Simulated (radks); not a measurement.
Results of a calculation; reference values are marked as such.
Species: neutral copper. Configuration: [Ar] 3d10 5s1 (not the ground configuration). Code: a radial shooting solver on a logarithmic mesh with Libxc functionals. Model: scalar-relativistic Kohn-Sham, BLYP, spin-polarised, spherical densities, finite nucleus; open shells are filled with parallel spins first; Fermi nuclear charge, rms radius 3.8823 fm.

Normalised radial functions P(r) = r R(r), r in bohr:

r	3d down
0.002352	0.0000
0.003188	0.0000
0.00432	0.0000
0.005855	0.0001
0.007936	0.0001
0.01076	0.0003
0.01458	0.0007
0.01975	0.0016
0.02677	0.0038
0.03628	0.0086
0.04917	0.0191
0.06664	0.0407
0.09032	0.0828
0.1224	0.1589
0.1659	0.2834
0.2266	0.4671
0.3072	0.6806
0.4163	0.8737
0.5642	0.9729
0.7646	0.9332
1.036	0.7812
1.404	0.5810
1.903	0.3850
2.58	0.2220
3.496	0.1058
4.738	0.0383
6.421	0.0094
8.703	0.0014
11.79	0.0001
15.98	0.0000
21.66	0.0000

3d down: eigenvalue -9.810 eV, 0 radial nodes, <r> = 1.02 bohr, 90 % of the charge inside 1.85 bohr.
